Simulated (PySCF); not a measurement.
ClGeH₃O₂ (calculated)

All values are calculated (PySCF 2.14.0). Calculation on a computer-drawn molecule: the log of a Hartree-Fock and frozen-core CCSD(T) single point meant for a local Hartree-Fock minimum, with one planted fault or none, to be diagnosed. Offsets are logged minus clean, where the clean run is the same molecule without the fault. The reference is restricted for singlets and unrestricted otherwise, and also for a bond in bohr or an excited solution. Adding or removing an electron swaps singlet and doublet. The excited solution moves the top pair (singlet) or top alpha electron (doublet) to the lowest empty orbital. Highest occupied and lowest empty are orbital energies over both spins, largest force is the largest gradient component, triples share is (T) over the correlation energy, the T1 limit is 0.02 restricted and 0.045 unrestricted, electrons count all cores, a negative frequency is imaginary (commonest isotopes), and the dipole is about the centre of nuclear charge; on germanium a core potential holds 10 electrons, which the energies leave out, and 3d is frozen in MP2 and coupled-cluster steps.

## ClGeH₃O₂

Logged structure:
```xyz
7
ClGeH3O2
O      2.0695     1.1758     1.0126
Ge     1.5221    -0.4655     0.7764
O     -0.1365    -0.4156     0.2025
Cl     2.6738    -1.4235    -0.7837
H      1.8626     1.7797     0.3122
H      1.7106    -1.2180     2.0687
H     -0.3487    -1.0296    -0.4870
```

* meant charge: 0
* meant multiplicity: 1
* meant basis: cc-pV(D+d)Z
* meant basis and core potential on germanium: cc-pVDZ-PP ECP10MDF
* logged electrons: 68
* logged basis functions: 89
* logged SCF converged: yes
* logged spin squared: 0
* logged highest occupied: -3.0239 eV
* logged lowest empty: -6.5819 eV
* logged largest force: 0.18446 hartree/bohr
* logged CC converged: no
* logged dipole magnitude: 4.5151 debye
* logged SCF stable within its kind: no
* logged energy HF: -903.71112 hartree
* possible faults: no fault, one electron removed, one electron added, multiplicity raised by two, geometry at a saddle point, SCF held on an excited solution, minimal basis STO-3G, one bond length entered in bohr, all coordinates scaled
* planted fault: SCF held on an excited solution
* HF energy offset from clean run: 466 kcal/mol

Drawn bonds:
```tsv
atom	other atom	order
1	2	1
2	3	1
2	4	1
1	5	1
2	6	1
3	7	1
```

Notes: CCSD not converged.
